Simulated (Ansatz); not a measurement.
Consider the redistribution: `[SiH3][SiH2][GeH2][SiH2][GeH3]` + `[SiH3][SiH2]O[SiH2]S` → `[SiH3][SiH2][SiH2][GeH2][SiH2][GeH3]` + `[SiH3]O[SiH2]S`.

Gas-phase electronic energies from Ansatz, PBE0-D4/def2-TZVP geometries. CBS: MP2 limit from def2 TZ/QZ plus the TZ coupled-cluster correction, frozen cores. Functionals use def2-TZVPP. For Ge outer-core shells are correlated without core-valence functions, which leaves a few kJ/mol of doubt a bond. Scalar relativity is left out up to krypton. One conformer a species, not always the lowest.

| species | PBE-D4 energy (Eh) |
| --- | --- |
| `[SiH3][SiH2][GeH2][SiH2][GeH3]` | -5028.63881 |
| `[SiH3][SiH2]O[SiH2]S` | -1346.18077 |
| `[SiH3][SiH2][SiH2][GeH2][SiH2][GeH3]` | -5319.19756 |
| `[SiH3]O[SiH2]S` | -1055.62672 |

Task: Work out ΔE.

Result: ΔE = (-5319.19756) + (-1055.62672) − (-5028.63881) − (-1346.18077) = -0.00470 Eh = -0.13 eV. CCSD(T)/CBS gives -0.16 eV.

Largest T1 diagnostic among the species: 0.013.

In def2-TZVPP, CCSD(T) changes the Hartree–Fock value by −0.06 eV (the triples alone add −0.01 eV) and MP2 by −0.08 eV. The D4 term adds −0.04 eV with B3LYP and −0.03 eV with PBE0; it sums over pairs of atoms, weighted by their polarisabilities, and B3LYP, whose exchange is more repulsive, gets the larger term.

B3LYP here is the variant with VWN-RPA as its local correlation; programs differ in this.
